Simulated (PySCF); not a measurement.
## The third ionisation energy along the second row

All values are computed (PySCF 2.14, energy differences of UHF-based or UKS calculations, no spin-orbit coupling). Values in eV. The last column holds reference values (NIST; (s) semi-empirical, (t) theoretical, else measured). Unmarked ones compare directly (S terms, centres of terms, or small fine structure); those marked * lie between the lowest fine-structure levels and include a spin-orbit shift.

```csv
element,configurations,UHF,MP2 (valence),SCS-MP2 (valence),CCSD (valence),CCSD(T) (valence),reference
"B (def2-SVP, non-relativistic)",[He] 2s1 → 1s2,37.309,n/a,n/a,n/a,n/a,37.931
"C (def2-SVP, non-relativistic)",[He] 2s2 → [He] 2s1,45.453,46.544,46.762,47.443,47.443,47.888
"N (def2-SVP, non-relativistic)",[He] 2s2 2p1 → [He] 2s2,47.514,47.513,47.457,47.223,47.240,47.445 (s) *
"O (def2-SVP, non-relativistic)",[He] 2s2 2p2 → [He] 2s2 2p1,54.789,54.915,54.812,54.644,54.648,54.936 (s) *
"F (def2-SVP, non-relativistic)",[He] 2s2 2p3 → [He] 2s2 2p2,62.389,62.664,62.493,62.403,62.401,62.708 (s) *
"Ne (def2-SVP, non-relativistic)",[He] 2s2 2p4 → [He] 2s2 2p3,61.863,62.563,62.550,62.562,62.573,63.423 *
```

"Valence" correlates the outer s and p shells and, in groups 3 to 12 and the f block, the outer d or f shell, open or full, or the next shell where the ion has no valence electron left; the wider scheme adds the next inner shell.
